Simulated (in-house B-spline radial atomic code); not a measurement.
Values are calculated unless marked as measured or tabulated.
# Ghost states of the separable form: Sr

Sr, [Kr] 5s2, non-relativistic LDA (VWN5), spherical and spin-unpolarised, from a B-spline radial code for spherical atoms (atomic units; all potentials screened as in the neutral atom).

Troullier-Martins channels: 5s (ε = -0.1318, r_c = 3.229 bohr), 4p (ε = -0.8445, r_c = 1.578 bohr). In the Kleinman-Bylander form one channel serves as the local potential, and each other channel l becomes |δV u><u δV|/<u|δV|u>, with δV = V_l − V_local and u the pseudo-orbital. Its strength is E_KB = <u|δV²|u>/<u|δV|u>. By the analysis of Gonze, Stumpf and Scheffler a spurious state lies below the reference level ε if E_KB > 0 and ε is above the second level of the local potential alone, or if E_KB < 0 and ε is above its first. The table's levels are those of angular momentum l in a sphere of 9 bohr, whose wall can lift a shallow ε a little above its free-atom value.

| local | channel | <u δV u> | <u δV² u> | ε | first local level | second local level |
| --- | --- | --- | --- | --- | --- | --- |
| s | p | -2.2386 | 6.3638 | -0.8445 | -0.0532 | 0.2109 |
| p | s | 0.10953 | 0.17056 | -0.1273 | -1.6697 | -0.1704 |

**Question.** Apply the rule to each row.

**Answer.** Local s, channel p: E_KB = -2.84, so ε = -0.8445 is set against -0.0532: no ghost. Local p, channel s: E_KB = +1.56, so ε = -0.1273 is set against -0.1704: a ghost.

Diagonalising the separable Hamiltonian gives:

```csv
local,channel,three lowest levels,"all-electron, two lowest valence levels"
s,p,"-0.8445, -0.0129, 0.2867","-0.8445, -0.0321"
p,s,"-0.4910, -0.1273, 0.1448","-0.1273, 0.1439"
```

**Question.** Which choices of local channel are safe?

**Answer.** Free of ghosts: s. With p local the s channel has a ghost 0.36 hartree below ε, since the local potential binds more than one state below ε, and a repulsive term of rank one raises each level at most to the next, so it clears only one of them. Among the safe choices the second level, which tests transfer, is off by at most 19.2 millihartree (s local).
